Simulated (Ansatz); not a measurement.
Geometry optimisation, RKS r2SCAN-D4/def2-SVP in Ansatz.

Input file:

```yaml
crystal:
  periodic: [false, false, false]
  atoms:
    - { symbol: O, position_ang: [-1.1861, 0.6592, 1.4019] }
    - { symbol: C, position_ang: [-0.9506, 1.5443, 0.5477] }
    - { symbol: "N", position_ang: [-0.4304, 1.325, -0.7028] }
    - { symbol: C, position_ang: [0.2896, 0.2257, -0.9792] }
    - { symbol: Si, position_ang: [0.6039, -1.3153, 0.0245] }
    - { symbol: H, position_ang: [-1.1527, 2.6287, 0.7495] }
    - { symbol: H, position_ang: [0.6315, 0.1293, -1.9992] }
    - { symbol: H, position_ang: [1.5802, -2.1592, -0.7252] }
    - { symbol: H, position_ang: [-0.6002, -2.1207, 0.3479] }
    - { symbol: H, position_ang: [1.2978, -0.9683, 1.338] }
basis:
  gaussian: { orbitals: def2-SVP }
hamiltonian:
  xc: r2scan
  dispersion: d4
relax:
  f_tol: 0.015
  max_steps: 40
```

Run as:

```bash
$ ansatz run input.yaml --threads 2 --pin off --max-ram 3072MiB --backend cpu --events-out ev --progress --plain --runs-dir out
```

Question: Where does it end, and by what steps?

Answer: The run converged. After 17 steps the energy has fallen by 0.364 eV; H6 moved furthest, 0.53 Å.

```tsv
step	energy less start (eV)	largest force component (eV/Å)	accepted
0	0.0000	2.591	yes
1	-0.1671	2.023	yes
2	-0.2593	2.019	yes
3	-0.3330	1.002	yes
4	-0.3473	0.539	yes
5	-0.3532	0.059	yes
6	-0.3534	0.164	yes
7	-0.3552	0.084	yes
8	-0.3571	0.109	yes
9	-0.3577	0.197	yes
10	-0.3582	0.243	yes
11	-0.3573	0.302	no
12	-0.3626	0.089	yes
13	-0.3631	0.069	yes
14	-0.3634	0.059	yes
15	-0.3637	0.056	yes
16	-0.3638	0.023	yes
17	-0.3638	0.013	yes
```

```xyz
10
Properties=species:S:1:pos:R:3
O -1.403 0.650 1.251
C -0.841 1.489 0.582
N -0.423 1.287 -0.736
C 0.145 0.184 -1.058
Si 0.627 -1.271 0.101
H -0.667 2.531 0.938
H 0.345 0.052 -2.139
H 1.785 -1.948 -0.557
H -0.508 -2.233 0.168
H 1.023 -0.792 1.453
```

Run time: 59 s on 2 threads of Arm Neoverse V1, with other jobs on the host, peak memory 0.17 GiB.
